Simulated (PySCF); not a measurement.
Au(Me)2(acac) (C₇H₁₃AuO₂), SMILES CC1=CC(C)=[O]->[Au]([O]1)([CH3])[CH3], multiplicity 1.

Geometry: B3LYP-D3(BJ)/def2-SVP. The spin state was assumed, not searched. The isomer is the one that the SMILES or the coordinates give; other isomers of the formula were not compared. The def2 effective core potentials stand for the cores of Au; spin–orbit coupling is left out. Other conformers were not sampled.

Two levels are set side by side: TDA-PBE/def2-SVP (PySCF) and TDA-PBE0/def2-SVP (PySCF). Vertical, same geometry. The lowest singlet is HOMO→LUMO+1 100 % with PBE and HOMO−1→LUMO 98 % with the other functional; states are paired by order. Differences are taken from unrounded values.

| quantity | TDA-PBE0 |
|---|---|
| lowest singlet excitation (eV) | 4.65 |
| lowest triplet excitation (TDA) (eV) | 3.22 |
| first bright state (f over 0.05) (eV) | 5.04 |
| its oscillator strength | 0.14 |

Q: What does TDA-PBE give, and how far is it from TDA-PBE0? (The exact figures need the calculation; the answer reports its results.)

A: 
```tsv
quantity	TDA-PBE	TDA-PBE minus TDA-PBE0
lowest singlet excitation (eV)	3.97	-0.69
lowest triplet excitation (TDA) (eV)	3.14	-0.08
first bright state (f over 0.05) (eV)	4.67	-0.37
its oscillator strength	0.05	-0.08
```

Functionals without exact exchange tend to place singlet excitations lower, as here. Differences between two approximate levels are no errors against the true value.

Rough cost on one machine, each run with all the roots and properties that it gave: TDA-PBE0 against TDA-PBE within a factor of 2.
